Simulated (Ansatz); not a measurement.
`O=C=[N][In]([Cl])[Cl]`, charge 0, multiplicity 1.

(1) Give a relaxed structure at PBE0-D4/def2-TZVP (Ansatz 0.2.0). (Estimate.)

Answers

(1) Computed: 
```xyz
6

O    -0.726    1.859    2.148
C    -0.129    1.160    1.435
N     0.562    0.455    0.740
In    0.217   -0.718   -0.848
Cl    1.980   -1.839   -1.775
Cl   -1.904   -0.918   -1.700
```
Point group Cs.
